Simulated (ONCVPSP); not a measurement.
# Before and after: ONCV potential for Mo

```
Element                 : molybdenum
Generator               : ONCVPSP 4.0.1
Type                    : optimised norm-conserving Vanderbilt (ONCV)
Functional              : Wu-Cohen
Relativity              : scalar-relativistic
Frozen core             : [Ar] 3d10
Valence charge          : 14
Reference configuration : 4s2 4p6 4d5 5s1
Partial waves           : 4s+5s: rc 1.65 bohr, ncon 3, nbas 6, qcut 6.3 1/bohr, 2 projectors; 4p: rc 1.35 bohr, ncon 4, nbas 9, qcut 7.1 1/bohr, 2 projectors, debl 1.9 Ha; 4d: rc 2.00 bohr, ncon 4, nbas 8, qcut 8.4 1/bohr, 1 projector
Local potential         : polynomial inside 1.20 bohr (lpopt 2, dvloc0 3 Ha)
Core correction         : none
```

All-electron outer shells of the reference configuration (Wu-Cohen, scalar-relativistic, ld1.x):

```
shell  level (eV)  outermost node (bohr)  outermost maximum (bohr)
   3d     -221.03                      –                      0.32
   4s      -64.33                   0.51                      0.99
   4p      -38.46                   0.52                      1.06
   5s       -4.12                   1.34                      2.93
   4d       -3.76                   0.53                      1.38
```

Change: s: qcut 5.6; p: qcut 6.4; d: qcut 7.5.

Cutoffs: the cutoffs (Ha) at which the residual kinetic energy of the hardest occupied pseudo-wave falls to 1 and 0.1 mHa per electron; they do not see the model core or the augmentation charge, which bear on the density cutoff. Errors are all-electron minus pseudo energies relative to the spin-unpolarised reference configuration.

Problem. How do hardness, ghosts and transferability respond?

Solution. The potential gets harder (23 Ha and 94 Ha → 24 Ha and 136 Ha); of the 4 tests that both files solve, the error grows in 1 and shrinks in 0 by more than 15 % and 0.3 meV (median size 1.5 → 1.6 meV); neither file shows a bound ghost.

| quantity | base | changed |
| --- | --- | --- |
| cutoff, loose | 23 Ha | 24 Ha |
| cutoff, tight | 94 Ha | 136 Ha |
| loose cutoff by channel | s 15 Ha, p 23 Ha, d 20 Ha | s 13 Ha, p 24 Ha, d 18 Ha |
| bound ghosts | none | none |
| GHOST(+) flags under 300 eV | none | none |
| error for 4s2 4p6 4d5 5s0, meV [ΔE 6.89 eV] | -1.8 | -1.9 |
| error for 4s2 4p6 4d4 5s0, meV [ΔE 22.34 eV] | -0.9 | -1.3 |
| error for 4s2 4p6 4d3 5s0, meV [ΔE 49.07 eV] | +3.2 | +3.6 |
| error for 4s2 4p6 4d5.5 5s0.5, meV [ΔE 0.29 eV] | -1.1 | -1.2 |
| s: phases at 1.68 bohr within 0.05 rad from the reference energy up to (Ha; the scan ends near 5) | to the end of the scan | to the end of the scan |
| p: phases at 1.37 bohr within 0.05 rad from the reference energy up to (Ha; the scan ends near 5) | to the end of the scan | to the end of the scan |
| d: phases at 2.03 bohr within 0.05 rad from the reference energy up to (Ha; the scan ends near 5) | to the end of the scan | to the end of the scan |
